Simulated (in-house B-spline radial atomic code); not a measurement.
A run on La (an excited or competing configuration) that did not converge. Method: scalar-relativistic (X2C) TPSS, spin-polarised, spherical fractional occupations, Fermi nucleus of rms radius 4.855 fm; computed with an all-electron radial atomic-structure program (B-spline basis).

Command:
```bash
python run_scf.py task.json out
```
Settings (nuclear radius in fm, mass in u):
```
Z                57
configuration    [Xe] 4f1 6s2
hamiltonian      x2c
method           tpss,tpss
spin_polarised   True
nucleus          fermi
rms_radius       4.855
atomic_mass      138.90636
speed_of_light   137.035999084
```

First and last ten iterations of the last attempt (damped for 15 steps, keeping 80 % of the old Fock matrix, then DIIS):
```
 iter        energy (Eh)    residual
    1       -8492.123697    8.72e-02
    2       -8491.823509    4.19e-02
    3       -8492.107448    1.69e-02
    4       -8492.120482    9.83e-03
    5       -8492.125334    5.55e-03
    6       -8492.127064    3.02e-03
    7       -8492.127659    1.85e-03
    8       -8492.127862    1.47e-03
    9       -8492.127936    1.18e-03
   10       -8492.127967    9.62e-04
  111       -8491.833325    4.01e-02
  112       -8491.833286    4.01e-02
  113       -8491.833561    4.01e-02
  114       -8491.833349    4.01e-02
  115       -8406.581101    5.04e-01
  116       -8465.827647    2.23e-01
  117       -8490.638845    9.54e-02
  118       -8491.904582    5.35e-02
  119       -8492.098433    1.90e-02
  120       -8492.116396    1.19e-02
 not converged after 120 iterations
```

The smallest residual met was 1.2e-05; the threshold is about 6e-07. No energy from this run should be used. Cost of the run: 8.5 s on 1 thread of Arm Neoverse N1 (shared host).
